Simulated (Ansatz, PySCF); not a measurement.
C2H5F2NSi, SMILES C/C=N/[SiH](F)F. Atoms are numbered in the order given.

```xyz
11

C     -3.0451    -0.2301    -0.2067
C     -1.6305    -0.0550     0.2300
N     -0.6738     0.1766    -0.5795
Si     0.9750     0.3819    -0.1422
F      1.8366    -0.8013    -0.8183
F      1.1944     0.2428     1.4587
H     -3.4154    -1.2193     0.1135
H     -3.6890     0.5126     0.2953
H     -3.1339    -0.1306    -1.2966
H     -1.4661    -0.1434     1.3297
H      1.5066     1.6808    -0.5888
```

Geometry optimised at r2SCAN-D4/def2-SVP. The structure was generated by enumeration; whether it is a known compound was not checked. The values are those of a single conformer.

Two levels are set side by side: PBE-D3(BJ)/def2-SVP (Ansatz, a first-principles code) and r2SCAN-D4/def2-SVP (Ansatz). Each level has its own optimised geometry; the coordinates shown are those of the second. Frequencies come from the Hessian of PySCF at each geometry. Differences are taken from unrounded values.

```
quantity                            r2SCAN-D4
----------------------------------  ---------
mean bond length (Å)                    1.361
bond C1–C2 (Å)                          1.491
bond C2–N3 (Å)                          1.274
bond N3–Si4 (Å)                         1.718
bond Si4–F5 (Å)                         1.612
bond Si4–F6 (Å)                         1.622
bond C1–H7 (Å)                          1.104
bond C1–H8 (Å)                          1.104
bond C1–H9 (Å)                          1.098
bond C2–H10 (Å)                         1.115
bond Si4–H11 (Å)                        1.473
highest harmonic wavenumber (cm⁻¹)       3174
mean harmonic wavenumber (cm⁻¹)          1196
zero-point energy (kcal/mol)            46.17
```

**Question.** What does PBE-D3(BJ) give, and how far is it from r2SCAN-D4? (Estimate from the structure and the level; the computed values follow.)

**Answer.** 
| quantity | PBE-D3(BJ) | PBE-D3(BJ) minus r2SCAN-D4 |
|---|---|---|
| mean bond length (Å) | 1.371 | 0.010 |
| bond C1–C2 (Å) | 1.496 | 0.005 |
| bond C2–N3 (Å) | 1.281 | 0.007 |
| bond N3–Si4 (Å) | 1.732 | 0.014 |
| bond Si4–F5 (Å) | 1.626 | 0.014 |
| bond Si4–F6 (Å) | 1.636 | 0.014 |
| bond C1–H7 (Å) | 1.111 | 0.008 |
| bond C1–H8 (Å) | 1.111 | 0.008 |
| bond C1–H9 (Å) | 1.106 | 0.008 |
| bond C2–H10 (Å) | 1.122 | 0.007 |
| bond Si4–H11 (Å) | 1.486 | 0.013 |
| highest harmonic wavenumber (cm⁻¹) | 3102 | -72 |
| mean harmonic wavenumber (cm⁻¹) | 1164 | -32 |
| zero-point energy (kcal/mol) | 44.92 | -1.24 |
